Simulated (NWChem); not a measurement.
All runs are NWChem calculations. System: HFSi, charge 0, spin multiplicity 1, at a geometry optimised with PBE0/def2-SVP. The structure started from a generated list of species. Level: TD-PBE0/6-31G* (spherical d).

Input file:

```
start mol
memory heap 200 mb stack 900 mb global 1100 mb
geometry units angstroms nocenter noautoz noautosym
  Si    -0.456019     0.403674     0.000000
  H      0.553675     1.575429     0.000000
  F      0.647844    -0.802985     0.000000
end
basis spherical
  * library 6-31g*
end
dft
  xc pbe0
  semidirect memsize 60000000 filesize 0
  iterations 100
end
tddft
  rpa
  nroots 10
  notriplet
end
task tddft energy
```

Part of the output:

```
             Northwest Computational Chemistry Package (NWChem) 7.3.0
             --------------------------------------------------------

                                NWChem Input Module
                                -------------------

 Scaling coordinates for geometry "geometry" by  1.889725989
 (inverse scale =  0.529177249)

                             Geometry "geometry" -> ""
                             -------------------------

 Output coordinates in angstroms (scale by  1.889725989 to convert to a.u.)

  No.       Tag          Charge          X              Y              Z
 ---- ---------------- ---------- -------------- -------------- --------------
    1 Si                  14.0000    -0.45601900     0.40367400     0.00000000
    2 H                    1.0000     0.55367500     1.57542900     0.00000000
    3 F                    9.0000     0.64784400    -0.80298500     0.00000000

 Effective nuclear repulsion energy (a.u.)      47.5611188159

            Nuclear Dipole moment (a.u.)
            ----------------------------
        X                 Y               Z
 ---------------- ---------------- ----------------
     0.0000094486    -0.0000000000     0.0000000000


 Summary of "ao basis" -> "" (spherical)
 ------------------------------------------------------------------------------
       Tag                 Description            Shells   Functions and Types
 ---------------- ------------------------------  ------  ---------------------
 *                           6-31g*                   on all atoms

                                 NWChem DFT Module
                                 -----------------

 Summary of "ao basis" -> "ao basis" (spherical)
 ------------------------------------------------------------------------------
       Tag                 Description            Shells   Functions and Types
 ---------------- ------------------------------  ------  ---------------------
 Si                          6-31g*                  8       18   4s3p1d
 H                           6-31g*                  2        2   2s
 F                           6-31g*                  6       14   3s2p1d

 Summary of "ao basis" -> "ao basis" (spherical)
 ------------------------------------------------------------------------------
       Tag                 Description            Shells   Functions and Types
 ---------------- ------------------------------  ------  ---------------------
 Si                          6-31g*                  8       18   4s3p1d
 H                           6-31g*                  2        2   2s
 F                           6-31g*                  6       14   3s2p1d

            General Information
            -------------------
          SCF calculation type: DFT
          Wavefunction type:  closed shell.
          No. of atoms     :     3
          No. of electrons :    24
           Alpha electrons :    12
            Beta electrons :    12
          Charge           :     0
          Spin multiplicity:     1
          Use of symmetry is: off; symmetry adaption is: off
          Maximum number of iterations: 100
          AO basis - number of functions:    34
                     number of shells:    16
          Convergence on energy requested:  1.00D-06
          Convergence on density requested:  1.00D-05
          Convergence on gradient requested:  5.00D-04

              XC Information
              --------------
                         PBE0 Method XC Functional
                     Hartree-Fock (Exact) Exchange  0.250
[...]
     Magnetic Dipole                               0.0000023413
     Total Oscillator Strength                     0.5589894710

          sigma_e =   2.0497 Angstrom
          sigma_h =   1.5324 Angstrom
         |d_h->e| =   0.1300 Angstrom
            d_exc =   2.5726 Angstrom
            d_CD1 =   0.6473 Angstrom
            d_CD2 =  -1.6611 Angstrom
            d_CD3 =   2.7025 Angstrom
     Pearson C.C. =  -0.0082

     Occ.    9  a   ---  Virt.   14  a    0.10004 X
     Occ.    9  a   ---  Virt.   15  a   -0.06178 X
     Occ.   10  a   ---  Virt.   13  a    0.12089 X
     Occ.   11  a   ---  Virt.   14  a    0.17030 X
     Occ.   11  a   ---  Virt.   15  a    0.12198 X
     Occ.   12  a   ---  Virt.   14  a   -0.13812 X
     Occ.   12  a   ---  Virt.   15  a    0.94906 X
     Occ.   12  a   ---  Virt.   15  a   -0.06440 Y
     Occ.   12  a   ---  Virt.   17  a    0.09017 X
  ----------------------------------------------------------------------------
  Root   7 singlet a              0.376692218 a.u.               10.2503 eV
  ----------------------------------------------------------------------------
     Transition Moments    X -0.52807   Y  0.51338   Z  0.00000
     Transition Moments   XX  0.56678  XY -2.16129  XZ -0.00000
     Transition Moments   YY -0.10876  YZ  0.00000  ZZ  0.82909
     Dipole Oscillator Strength                    0.1362155393
     Electric Quadrupole                           0.0000013962
     Magnetic Dipole                               0.0000002230
     Total Oscillator Strength                     0.1362171586

          sigma_e =   2.0535 Angstrom
          sigma_h =   1.5587 Angstrom
         |d_h->e| =   0.6832 Angstrom
            d_exc =   2.5505 Angstrom
            d_CD1 =   1.1780 Angstrom
            d_CD2 =  -1.1229 Angstrom
            d_CD3 =   3.2337 Angstrom
     Pearson C.C. =   0.0951

     Occ.    9  a   ---  Virt.   14  a    0.23253 X
     Occ.   10  a   ---  Virt.   13  a   -0.09444 X
     Occ.   11  a   ---  Virt.   14  a    0.52160 X
     Occ.   12  a   ---  Virt.   14  a    0.07888 X
     Occ.   12  a   ---  Virt.   15  a   -0.11610 X
     Occ.   12  a   ---  Virt.   16  a    0.79571 X
     Occ.   12  a   ---  Virt.   17  a   -0.09152 X
     Occ.   12  a   ---  Virt.   19  a   -0.05116 X
  ----------------------------------------------------------------------------
  Root   8 singlet a              0.379470043 a.u.               10.3259 eV
  ----------------------------------------------------------------------------
     Transition Moments    X  0.23924   Y  0.99270   Z -0.00000
     Transition Moments   XX -0.27440  XY -0.29138  XZ  0.00000
     Transition Moments   YY  1.22027  YZ -0.00000  ZZ -0.50684
     Dipole Oscillator Strength                    0.2637790609
     Electric Quadrupole                           0.0000002803
     Magnetic Dipole                               0.0000003650
     Total Oscillator Strength                     0.2637797063

          sigma_e =   1.9753 Angstrom
          sigma_h =   1.5108 Angstrom
         |d_h->e| =   0.6080 Angstrom
            d_exc =   2.5995 Angstrom
            d_CD1 =   1.0725 Angstrom
            d_CD2 =  -1.1351 Angstrom
            d_CD3 =   3.2075 Angstrom
     Pearson C.C. =  -0.0341

     Occ.    8  a   ---  Virt.   14  a    0.05104 X
     Occ.    9  a   ---  Virt.   14  a    0.27502 X
     Occ.   10  a   ---  Virt.   13  a   -0.11447 X
     Occ.   11  a   ---  Virt.   14  a    0.72401 X
     Occ.   12  a   ---  Virt.   14  a    0.09824 X
     Occ.   12  a   ---  Virt.   15  a   -0.10239 X
     Occ.   12  a   ---  Virt.   16  a   -0.59809 X
     Occ.   12  a   ---  Virt.   19  a   -0.06103 X
  ----------------------------------------------------------------------------
  Root   9 singlet a              0.387748181 a.u.               10.5512 eV
  ----------------------------------------------------------------------------
     Transition Moments    X  0.00000   Y  0.00000   Z -0.08394
     Transition Moments   XX -0.00000  XY -0.00000  XZ -0.51062
     Transition Moments   YY  0.00000  YZ  0.85909  ZZ -0.00000
     Dipole Oscillator Strength                    0.0018211597
     Electric Quadrupole                           0.0000003101
     Magnetic Dipole                               0.0000000316
     Total Oscillator Strength                     0.0018215013

          sigma_e =   1.8485 Angstrom
          sigma_h =   0.8633 Angstrom
         |d_h->e| =   1.4197 Angstrom
            d_exc =   2.4882 Angstrom
            d_CD1 =   2.4049 Angstrom
            d_CD2 =   0.0639 Angstrom
            d_CD3 =   3.9080 Angstrom
     Pearson C.C. =  -0.0042

     Occ.    8  a   ---  Virt.   13  a   -0.26823 X
     Occ.   10  a   ---  Virt.   14  a   -0.96022 X
     Occ.   10  a   ---  Virt.   15  a   -0.05682 X
  ----------------------------------------------------------------------------
  Root  10 singlet a              0.410660147 a.u.               11.1746 eV
  ----------------------------------------------------------------------------
     Transition Moments    X  0.00000   Y  0.00000   Z -1.03029
     Transition Moments   XX  0.00000  XY -0.00000  XZ  0.94394
     Transition Moments   YY  0.00000  YZ -0.63937  ZZ -0.00000
     Dipole Oscillator Strength                    0.2906114375
     Electric Quadrupole                           0.0000004794
     Magnetic Dipole                               0.0000000614
     Total Oscillator Strength                     0.2906119783

          sigma_e =   1.7370 Angstrom
          sigma_h =   1.3598 Angstrom
         |d_h->e| =   0.7555 Angstrom
            d_exc =   2.3501 Angstrom
            d_CD1 =   1.1327 Angstrom
            d_CD2 =  -0.7929 Angstrom
            d_CD3 =   3.1056 Angstrom
     Pearson C.C. =  -0.0182

     Occ.    8  a   ---  Virt.   13  a    0.90407 X
     Occ.   10  a   ---  Virt.   14  a   -0.26264 X
     Occ.   10  a   ---  Virt.   15  a    0.07268 X
     Occ.   11  a   ---  Virt.   13  a   -0.12762 X
     Occ.   12  a   ---  Virt.   13  a   -0.06780 X
     Occ.   12  a   ---  Virt.   18  a    0.28950 X
     Occ.   12  a   ---  Virt.   20  a   -0.05245 X

              Target root =      1
          Target symmetry = none
      Ground state energy =   -389.680182753190
        Excitation energy =      0.109274699998
     Excited state energy =   -389.570908053193

  stored tddft:energy   -389.57090805319285

 Task  times  cpu:        7.7s     wall:        7.7s

 Total times  cpu:        7.7s     wall:        7.7s
```
